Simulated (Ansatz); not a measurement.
Two isomers of C2H7NSn: A = `C[CH2][Sn][NH2]`, B = `N/C=[CH]/[SnH3]`.

Program: Ansatz. Geometries: PBE0-D4/def2-TZVP. ΔE: electronic, gas phase. CCSD(T)/CBS adds triple-zeta CCSD(T) − MP2 to the extrapolated MP2 energy (def2 sets, frozen cores). Functionals use def2-TZVPP. B3LYP here is the variant with VWN-RPA as its local correlation; programs differ in this. Elements past krypton have def2 core potentials. For Sn outer-core shells are correlated without core-valence functions, which leaves a few kJ/mol of doubt a bond. One conformer a species, not always the lowest.

(1) Which is lower in electronic energy at CCSD(T)/CBS, and by how much? (Best estimate.)

(2) Give E(B) − E(A) in kJ/mol with B3LYP, ωB97M-V, CCSD(T)/def2-TZVPP, HF/def2-TZVPP, PBE-D4, MP2/def2-TZVPP, B3LYP-D4. (Best estimate.)

Largest T1 diagnostic: 0.015.

Results:

(1) Ansatz gave: A, by 165.2 kJ/mol.

(2) Ansatz gave: B3LYP 163.0, ωB97M-V 154.6, CCSD(T)/def2-TZVPP 153.7, HF/def2-TZVPP 135.2, PBE-D4 162.5, MP2/def2-TZVPP 170.1, B3LYP-D4 166.9. None reverses the order clearly.

The D4 term adds +3.9 kJ/mol with B3LYP and +1.9 kJ/mol with PBE0; it sums over pairs of atoms, weighted by their polarisabilities, and B3LYP, whose exchange is more repulsive, gets the larger term. From PBE to PBE0 (25 % exact exchange), in def2-TZVPP and without D4, E(B) − E(A) moves by −5.9 kJ/mol.
